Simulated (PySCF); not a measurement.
Removal energies of Te⁶⁺ from EOM-IP-GCCSD

Reference: closed-shell Te⁶⁺, [Kr] 4d10; one electron is removed. Calculated with PySCF 2.14, two-component X2C-1e with screened spin-orbit coupling, x2c-TZVPPall-2c with one added diffuse shell each of s, p, d, f type (9s10p6d3f, 90 functions); frozen [Ar] 3d10; the 6 highest virtual spinors dropped; of the others 108 kept and the rest restored at second order. No Breit or QED terms. Binding energies in eV.

```
level  Koopmans  second order  EOM-CCSD
4s1/2    265.46        255.50    258.27
4p3/2    206.47        195.29    198.96
4d3/2    126.04        124.15    124.81
4d5/2    124.41        122.59    123.23
```

In EOM-CCSD the overlap with the one-orbital guess is low for 4p3/2 (weight 0.72). That can mean mixing with two-hole, one-particle states, where second order and EOM-CCSD lose accuracy, or only a rotation among the degenerate components of the shell; the terms of those configurations are not listed.

For comparison, the ionisation energy of Te⁶⁺ is 124.2 ± 0.06 eV (measured; NIST Atomic Spectra Database, ionization energies).

Only part of the computed levels is shown.

Gaps of this size point to the basis (9s10p6d3f), which has few functions of high l to correlate and polarise the inner shells.

Where second order misses EOM-CCSD by more than 1 eV, it overshoots the relaxation and correlation of that hole or particle, which higher orders damp.
